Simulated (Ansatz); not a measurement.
SiH2BrCl3, singlet: at the start structure of a reaction step.

in.yaml

```yaml
crystal:
  periodic: [false, false, false]
  atoms:
    - {symbol: Si, position_ang: [-0.345849, -0.943057, -0.209692]}
    - {symbol: H, position_ang: [1.121553, -0.924322, -0.230748]}
    - {symbol: Cl, position_ang: [-1.025620, -2.662206, -1.044277]}
    - {symbol: Cl, position_ang: [-1.019323, -0.792816, 1.694966]}
    - {symbol: Cl, position_ang: [-1.050814, 0.635618, -1.294862]}
    - {symbol: H, position_ang: [0.612656, 2.343275, 0.087716]}
    - {symbol: Br, position_ang: [1.707297, 2.343508, 0.996998]}
basis:
  gaussian: {orbitals: def2-SVP}
hamiltonian: {xc: pbe0, dispersion: d4}
```

Command:

```bash
ansatz run in.yaml --threads 8 --pin off --events-out ev --progress --plain --max-ram 19148MiB
```

Output of Ansatz 0.2.0:

```
Functional definition: PBE0
  name "PBE0"
  cite "Adamo & Barone, J. Chem. Phys. 110, 6158 (1999) doi:10.1063/1.478522"
  cite "Perdew, Burke & Ernzerhof, Phys. Rev. Lett. 77, 3865 (1996) doi:10.1103/PhysRevLett.77.3865"
  parent pbe
  parameter a = 0.25
  parameter kappa = 0.804
  parameter beta = 0.06672455060314922
  exchange = (1 - a)*pbe_x(kappa = kappa, mu = beta*pi^2/3) + a*exact_x
  correlation = pbe_c(beta = beta)
1057 factors; integrals over basis functions are off by at most 1.2e-3 eV
mean field evaluation 1: about -115481.5789 eV, gradient 1.4e1 eV
mean field evaluation 2: about -115481.6230 eV, gradient 1.3e1 eV
mean field evaluation 4: about -115482.0883 eV, gradient 3.3e-1 eV
mean field evaluation 8: about -115482.1392 eV, gradient 4.9e-2 eV
mean field evaluation 16: about -115482.1392 eV, gradient 1.5e-5 eV
mean field -115482.13918930 eV, -4243.8903386016 hartree, gradient 1.5e-5 eV, S^2 0.000000; 0 other end points of the search recorded, 0 dependent functions left out
reference -115482.13921387 eV, -4243.8903395044 hartree; 51, 51 occupied and 63, 63 virtual orbitals, 1057 factors
Total energy: -115482.37178225 eV, -4243.8988862347 hartree
```

The lines “mean field evaluation” count trial sets of orbitals through the whole run, from several starts and some on an approximate energy, so they need not fall steadily or lie above the final value.

Hardware: 8 CPU threads of an Arm Neoverse V2, shared host. Wall time 0.95 s; peak host memory 0.6 GiB.
